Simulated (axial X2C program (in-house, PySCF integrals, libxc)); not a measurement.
# Potential curves of SiGe⁻, 2c

Computed with an axial X2C code built on PySCF integrals. Two-component (2c) means X2C with spin–orbit coupling and atomic mean-field two-electron Coulomb and Gaunt terms. Basis: Ge dyall-acv3z [10s10p8d5f1g], Si dyall-av3z [9s8p3d2f] (cores contracted in-house); Gaussian nuclei, density fitting, unrestricted open shells. Masses: Ge 73.921 u, Si 27.977 u.

State: Ω = 3/2 (⟨Sz⟩ = 0.50, ⟨Lz⟩ = 1.00 at PBEsol). Energies in eV from the lowest point of each curve. Fits are polynomials in 1 − R0/R over 0.85 to 1.23 times the lowest point R0.

| R (Å) | PBEsol |
| --- | --- |
| 1.9479 | 0.9231 |
| 2.0375 | 0.4008 |
| 2.1047 | 0.1699 |
| 2.1718 | 0.0442 |
| 2.2390 | 0.0000 |
| 2.3174 | 0.0276 |
| 2.3957 | 0.1184 |
| 2.4965 | 0.3002 |
| 2.6196 | 0.5849 |
| 2.7988 | 1.0570 |

One determinant describes the state; a PBE0 search over occupations chose it and may have missed a lower one. Density functionals use the spin component along the axis (collinear). Other states lie close and PBE0, whose exact exchange favours high spin, may order them wrongly; the determinant shown need not be the ground state. The nearest other 2c determinant of the search, Ω = 1/2, lies 0.05 eV up at the distance of the search. The functionals have no current-density term, which raises determinants with orbital currents, atoms included. At some level and bond length an empty orbital lies below a filled one. The highest occupied level of some functionals is positive through self-interaction error; at Hartree–Fock it is bound.

(1) Fit the PBEsol curve near its minimum: give the equilibrium distance and the harmonic wavenumber.

Answers

(1) At PBEsol, 2c: Re = 2.250 Å, ωe ≈ 424 cm⁻¹; Be follows as 0.164 cm⁻¹.
